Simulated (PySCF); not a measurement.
Species: W(CMe)(NH2)3, C2H9N3W (singlet state).
Bonds: W1–C2, W1–N7, W1–N10, W1–N13, C2–C3. Hydrogens: H4, H5, H6 on C3; H8, H9 on N7; H11, H12 on N10; H14, H15 on N13.

Method: PySCF, PBE0-D3(BJ)/def2-SVP geometry optimisation, gas phase, def2 core potentials past Kr; density fitting, grid level 1; the optimiser is geomeTRIC in internal coordinates, started from a GFN2-xTB structure with every atom displaced at random (about 0.03 Å).

Step 4: E = -8505.1412 eV
```
atom  x, y, z in Å  |  force x, y, z in eV/Å
W1     -0.0091    0.0015   -0.7343    0.056  -0.202   0.004
C2     -0.0046   -0.0070    1.0117    0.005   0.009   0.039
C3      0.0053   -0.0188    2.4823    0.042   0.005   0.031
H4     -1.0178    0.0179    2.8916   -0.024   0.000   0.010
H5      0.4882   -0.9315    2.8719   -0.010   0.008   0.001
H6      0.5572    0.8473    2.8869   -0.010  -0.010  -0.003
N7      1.9103   -0.0335   -1.1572    0.029  -0.023  -0.037
H8      2.2516   -0.0341   -2.1180   -0.005   0.008   0.026
H9      2.6968   -0.0474   -0.5176   -0.008  -0.004  -0.009
N10    -0.9307    1.6735   -1.1488   -0.098   0.253  -0.056
H11    -1.0985    1.9696   -2.1094   -0.002  -0.002  -0.005
H12    -1.2945    2.3718   -0.5111   -0.016   0.005   0.011
N13    -1.0311   -1.6229   -1.1603    0.095  -0.106   0.026
H14    -1.1669   -1.9361   -2.1198   -0.026   0.015  -0.036
H15    -1.3891   -2.3266   -0.5238   -0.028   0.045  -0.003
```

Step 5: E = -8505.1441 eV
```
atom  x, y, z in Å  |  force x, y, z in eV/Å
W1     -0.0090    0.0001   -0.7335   -0.011  -0.003  -0.151
C2     -0.0033   -0.0084    1.0113    0.006   0.000   0.124
C3      0.0057   -0.0180    2.4829   -0.004  -0.003   0.001
H4     -1.0186    0.0184    2.8904   -0.008   0.002   0.003
H5      0.4872   -0.9298    2.8751    0.002  -0.003   0.001
H6      0.5553    0.8488    2.8868    0.005   0.006   0.002
N7      1.9112   -0.0382   -1.1590   -0.034  -0.014   0.007
H8      2.2530   -0.0370   -2.1188   -0.005   0.005  -0.010
H9      2.6978   -0.0549   -0.5201    0.001  -0.004   0.009
N10    -0.9341    1.6826   -1.1487    0.011   0.032   0.002
H11    -1.1029    1.9809   -2.1083   -0.001  -0.005  -0.004
H12    -1.2998    2.3779   -0.5084   -0.008  -0.005   0.007
N13    -1.0227   -1.6299   -1.1609    0.101  -0.035  -0.006
H14    -1.1646   -1.9407   -2.1209   -0.016   0.023  -0.009
H15    -1.3878   -2.3278   -0.5238   -0.039   0.005   0.023
```

Q: Estimate the geometry and energy of step 6. (The exact step hangs on the optimiser's Hessian estimate; all steps are aligned on step 5, rigid shifts and turns removed.)

A: E = -8505.1454 eV, largest force 0.090 eV/Å
```
atom  x, y, z in Å  |  force x, y, z in eV/Å
W1     -0.0084   -0.0003   -0.7349   -0.053   0.072   0.006
C2     -0.0020   -0.0091    1.0124    0.004  -0.002   0.012
C3      0.0053   -0.0165    2.4846   -0.023  -0.002  -0.016
H4     -1.0204    0.0197    2.8901    0.005   0.002  -0.001
H5      0.4861   -0.9275    2.8792    0.007  -0.002   0.001
H6      0.5529    0.8520    2.8877    0.006   0.002   0.002
N7      1.9088   -0.0424   -1.1612    0.012  -0.003   0.002
H8      2.2473   -0.0385   -2.1221    0.005   0.001  -0.009
H9      2.6960   -0.0627   -0.5232    0.003  -0.002   0.000
N10    -0.9338    1.6865   -1.1477    0.034  -0.037   0.011
H11    -1.1039    1.9862   -2.1065   -0.004   0.002   0.001
H12    -1.3027    2.3773   -0.5041   -0.003  -0.006  -0.005
N13    -1.0102   -1.6355   -1.1622    0.046  -0.040  -0.009
H14    -1.1597   -1.9387   -2.1237   -0.016   0.007   0.009
H15    -1.3881   -2.3265   -0.5243   -0.024   0.008  -0.005
```

The energy changes by -0.0013 eV. The first-order estimate −F·Δx gives -0.0022 eV and the mean of the old and new forces, exact on a quadratic surface, -0.0013 eV. The step makes an angle of 66° with the force vector and moves no atom by more than 0.014 Å.

What follows is the cost of the whole optimisation. Time: 2.2 min; peak memory 0.57 GiB. Hardware: one thread, Arm Neoverse V1 (aarch64), no GPU, shared host with 32 logical CPUs at a one-minute load of 18.
